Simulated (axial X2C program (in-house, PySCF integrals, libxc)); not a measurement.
## CsSi: cheaper levels and CCSD(T), 2c

Computed with an in-house relativistic program for diatomic molecules. Two-component (2c) means X2C with spin–orbit coupling and atomic mean-field two-electron Coulomb and Gaunt terms. Basis: Cs dyall-cv3z [15s15p9d4f1g], Si dyall-v3z [8s7p2d1f] (cores contracted in-house); Gaussian nuclei, density fitting, unrestricted open shells. Masses: Cs 132.905 u, Si 27.977 u.

State: Ω = 3/2 (⟨Sz⟩ = 1.50, ⟨Lz⟩ = 0.00 at HF); fragments Cs + Si.

| level | Re (Å) | ωe (cm⁻¹) | De (eV) |
| --- | --- | --- | --- |
| PBE0 | 3.260 | 165.9 | 1.81 |
| HF | 3.434 | 153.6 | 1.27 |
| MP2 | 3.299 | 167.7 | 1.70 |
| CCSD | 3.324 | 164.9 | 1.62 |
| TPSS | 3.273 | 162.7 | 1.91 |

Correlated methods: 13 electrons correlated (number of frozen shells: Cs 4 s, 3 p, 2 d; Si 2 s, 1 p), 267 virtual spin orbitals or spinors in MP2, 90 natural virtuals in coupled cluster.

CCSD(T), same Hamiltonian and basis:

Re = 3.312 Å, ωe = 166.1 cm⁻¹, De = 1.65 eV; T1 = 0.007 (Lee–Taylor normalisation).

(1) Give the differences from CCSD(T) in the columns below.

Occupations by symmetry block were frozen at the best pattern of an incomplete PBE0 search. De is counted from the lowest determinant-based energies of the atoms at the same level, without counterpoise correction. Density functionals use the spin component along the axis (collinear). Coupled cluster ran in a truncated set of natural virtual spinors; the MP2 energy of the rest was added. (T) has no such correction and the atoms are truncated less, which lowers De at CCSD(T) by a hundredth of an eV or more. The 2c atoms are single determinants rather than J levels; their spin–orbit lowering is only partly caught, and De is too large by that part. This holds for PBE0, MP2, CCSD, TPSS, CCSD(T). Other states lie close and PBE0, whose exact exchange favours high spin, may order them wrongly; the determinant shown need not be the ground state. The nearest other 2c determinant of the search, Ω = 1/2, lies 0.45 eV up at the distance of the search. The functionals have no current-density term, which raises determinants with orbital currents, atoms included. With several unpaired electrons one determinant need not be a pure state. This is the top spin component of a Σ state; components of lower Ω are not single determinants and can lie lower.

## Answers

(1) 

```tsv
level	ΔRe (Å)	Δωe (cm⁻¹)	ΔDe (eV)
PBE0	-0.052	-0.2	0.16
HF	0.122	-12.5	-0.38
MP2	-0.013	1.6	0.05
CCSD	0.012	-1.2	-0.03
TPSS	-0.039	-3.4	0.26
```
